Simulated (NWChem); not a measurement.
Molecule: C3HCl2F; SMILES FC=C=C(Cl)Cl

Computed with NWChem. Pople sets run with spherical d functions. Coordinates come from a PBE0/def2-SVP optimisation. Total energies compare along this basis series because the functional is fixed.

```json
[
 {"level": "B3LYP/STO-3G", "basis functions": "39", "energy (Ha)": "-1122.1471", "highest occupied level (eV)": "…", "orbital gap (eV)": "…", "dipole (D)": "…"},
 {"level": "B3LYP/3-21G", "basis functions": "64", "energy (Ha)": "-1129.4711", "highest occupied level (eV)": "-7.60", "orbital gap (eV)": "6.53", "dipole (D)": "1.62"},
 {"level": "B3LYP/6-31G*", "basis functions": "94", "energy (Ha)": "-1135.0511", "highest occupied level (eV)": "-7.44", "orbital gap (eV)": "6.43", "dipole (D)": "1.40"},
 {"level": "B3LYP/6-311G**", "basis functions": "130", "energy (Ha)": "-1135.1794", "highest occupied level (eV)": "-7.69", "orbital gap (eV)": "6.35", "dipole (D)": "1.43"}
]
```

Problem. What belongs in the gaps?

Solution. 
- B3LYP/STO-3G, highest occupied level (eV): -5.64
- B3LYP/STO-3G, orbital gap (eV): 6.96
- B3LYP/STO-3G, dipole (D): 2.37
